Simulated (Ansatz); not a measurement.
`C[S][SnH2][CH3]` + H₂ → `[CH3][SnH3]` + CH₃SH at 500 K and 1 bar (hydrogenolysis of the Sn–S bond).

Calculated with Ansatz (gas phase, PBE0-D4/def2-TZVP geometries, no zero-point term in ΔE). CCSD(T)/CBS is the MP2 limit (def2-TZVPP, def2-QZVPP) plus CCSD(T) − MP2 in def2-TZVPP, frozen cores. This one scheme is used for every species. def2 core potentials past Kr. For Sn outer-core shells are correlated without core-valence functions, which leaves a few kJ/mol of doubt a bond. One conformer a species, not always the lowest.

| species | CCSD(T)/CBS energy (Eh) | H − E (kJ/mol) | S (J/(mol·K)) |
| --- | --- | --- | --- |
| `C[S][SnH2][CH3]` | -692.73453 | 285.0 | 457.0 |
| H₂ | -1.17544 | 41.0 | 145.5 |
| `[CH3][SnH3]` | -255.66383 | 180.3 | 330.7 |
| CH₃SH | -438.22835 | 145.1 | 283.7 |

H − E and S are ideal-gas, rigid-rotor, harmonic terms from PBE0-D4/def2-TZVP, for one conformer and one mirror image of each species. The MP2-based limit puts H₂ 0.8 mEh under its directly extrapolated value; such offsets cancel only in part. 1 Eh = 2625.50 kJ/mol, R = 8.31446 J/(mol·K).

Problem. By hand: ΔE, ΔH, ΔS and ΔG.

Solution. ΔE = (-255.66383) + (-438.22835) − (-692.73453) − (-1.17544) = 0.01779 Eh = 46.7 kJ/mol. Δ(H − E) = 180.3 + 145.1 − 285.0 − 41.0 = -0.6, so ΔH = 46.1 kJ/mol. ΔS = 330.7 + 283.7 − 457.0 − 145.5 = 11.9 J/(mol·K). ΔG = 46.1 − 500 × (11.9)/1000 = 40.1 kJ/mol.

Problem. By hand: the equilibrium constant, and the temperature at which ΔG would vanish if ΔH and ΔS stayed fixed.

Solution. log₁₀ K = −ΔG/(RT ln 10) = -4.2. ΔG = 0 at ΔH/ΔS = 3874 K, far beyond where these terms or the molecules hold.

The number of gas molecules stays the same, so ΔS is small and ΔH decides. A doubt of 5 kJ/mol in ΔE shifts log₁₀ K by 0.5 here. Other conformers and mirror images would add mixing entropy, several J/(mol·K) or more a flexible species. Modes under 60 cm⁻¹, often nearly free rotors, make the harmonic entropy too high. These are equilibria of isolated gas molecules and say nothing of rates. Largest T1 diagnostic: 0.012 (customary marks: 0.02 for closed shells, 0.045 for open ones).
